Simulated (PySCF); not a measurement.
H₅Sn, SMILES [SnH5-], charge -1. Atoms are numbered in the order given.

```xyz
6

Sn     0.0000     0.0000     0.0000
H      0.0000     0.0000     1.8820
H      0.0000     0.0000    -1.8820
H      1.7736     0.0000     0.0000
H     -0.8868     1.5360     0.0000
H     -0.8868    -1.5360     0.0000
```
Charge -1, spin multiplicity 1.

Coordinates come from a B3LYP-D3(BJ)/def2-TZVPD optimisation. The def2 effective core potentials stand for the cores of Sn; spin–orbit coupling is left out.

Computed with C-PCM-M06-2X/def2-TZVPD (PySCF 2.14.0).

The values are the electrostatic part of the solvation free energy, E(continuum) − E(gas) at the gas-phase geometry, in a cavity of scaled van der Waals radii (PySCF's table); cavitation and dispersion terms are not included. A continuum can't describe solvent molecules that bind to the metal. In vacuum the orbital gap is 5.61 eV.

```tsv
solvent	ε	ΔG(elec) (kcal/mol)	gap (eV)
water	78.36	-54.7	6.60
ethylethanoate	5.99	-45.9	6.45
dimethylsulfoxide	46.83	…	…
```

### Question
Fill in the missing entries. (The exact figures need the calculation; the answer reports its results.)

### Answer

- dimethylsulfoxide, ΔG(elec) (kcal/mol): -54.2
- dimethylsulfoxide, gap (eV): 6.60
